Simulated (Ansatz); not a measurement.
`CN[SiH](F)OC` at its PBE0-D4/def2-TZVP geometry, where that method's forces vanish. Total charge 0; spin multiplicity 1.

```xyz
14

C    -0.5503   -1.8180   -0.3056
N     0.3017   -1.0824    0.6030
Si   -0.0488    0.4413    1.2590
F     1.2750    0.8399    2.0605
O    -0.4184    1.5161    0.0979
C     0.3382    1.7502   -1.0707
H    -1.3086   -1.1497   -0.7203
H     0.0169   -2.2232   -1.1498
H    -1.0765   -2.6474    0.1807
H     1.0541   -1.6186    1.0027
H    -1.1805    0.5306    2.2003
H     1.0854    2.5279   -0.8905
H    -0.3379    2.0898   -1.8574
H     0.8498    0.8437   -1.4099
```

Task: What forces (eV/Å) does PBE-D4/def2-TZVPP give on these atoms in Ansatz? (Estimate.)

Result: Computed: 
```
C1  -0.045 -0.065 -0.050
N2   0.023  0.002 -0.074
Si3 -0.292 -0.159  0.144
F4   0.537  0.156  0.351
O5  -0.445  0.281  0.043
C6   0.118  0.038 -0.199
H7  -0.156  0.125 -0.088
H8   0.102 -0.095 -0.187
H9  -0.124 -0.186  0.081
H10  0.267 -0.189  0.141
H11 -0.151  0.029  0.098
H12  0.171  0.171  0.018
H13 -0.133  0.078 -0.184
H14  0.127 -0.187 -0.092
```
